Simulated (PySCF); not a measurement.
## Ti⁺ (titanium, charge +1): LDA calculation

Configuration: [Ar] 3d2 4s1, high-spin 4F determinant. All numbers are calculated (PySCF 2.14, scalar relativity by spin-free X2C-1e, in cc-pVTZ-DK).

```json
{"Total energy": "-851.358 hartree", "One-electron energy": "-1162.582 hartree", "Hartree (Coulomb) energy": "351.283 hartree", "Exchange-correlation energy": "-40.058 hartree", "⟨S²⟩": "3.7501", "⟨L²⟩": "12.001", "Sum of ⟨r⟩": "17.21 bohr", "Sum of ⟨r²⟩": "28.58 bohr²", "Langevin diamagnetic susceptibility": "-22.6 ×10⁻⁶ cm³/mol", "Time after the integrals": "0.61 s of wall time on 1 thread of Neoverse-V2 (shared host)"}
```

| shell | electrons | mean orbital energy (eV) | rms radius, mean of both spins (bohr) |
| --- | --- | --- | --- |
| 1s α | 1 | -4859.5 | 0.0805 |
| 1s β | 1 | -4859.5 | 0.0805 |
| 2s α | 1 | -542.72 | 0.354 |
| 2s β | 1 | -542.09 | 0.354 |
| 2p α | 3 | -451.31 | 0.322 |
| 2p β | 3 | -450.80 | 0.322 |
| 3s α | 1 | -70.245 | 1.08 |
| 3s β | 1 | -68.475 | 1.08 |
| 3p α | 3 | -46.761 | 1.18 |
| 3p β | 3 | -44.991 | 1.18 |
| 3d α | 2 | -12.476 | 1.73 |
| 4s α | 1 | -11.101 | 3.32 |

Densities and radii are taken from the X2C orbitals without a picture-change correction, which distorts them close to the nucleus.
